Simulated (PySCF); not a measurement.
**An isoelectronic set: 47 electrons**

PBE0 in PySCF with def2-SVPD on every atom (core potentials on Rb, Sr), for the lowest determinant that a PBE0 search found; no spin–orbit coupling. All have 47 electrons, 9 of them in the valence shells, and the same state, a doublet (σ ↑). For ions De leads to the atom and ion picked by measured ionisation energies and electron affinities.

```tsv
species	difference of nuclear charges	Re (Å)	ωe (cm⁻¹)	k (mdyn/Å)	De (eV)	dissociates to
NaBr⁻	24	2.703	205	0.443	1.10	Na + Br⁻
RbF⁻	28	2.449	294	0.792	1.86	Rb + F⁻
SrO⁻	30	2.027	614	3.01	3.25	Sr + O⁻
SrF	29	2.112	504	2.33	5.49	Sr + F
```

Task: Which member of the whole set has the stiffest bond, and how does it compare with the softest?

Result: SrO⁻ with k = 3.01 mdyn/Å, 6.8 times that of NaBr⁻.

Spin–orbit coupling is left out. For an ion De counts to the pair picked by the measured ionisation energies or electron affinities, which need not be the lowest pair at this level. The highest Kohn–Sham level is positive in some of these anions. Much of that is self-interaction error, but it also means that the finite basis helps to hold the extra electron. States were picked by a PBE0 search and need not be the measured ground states.
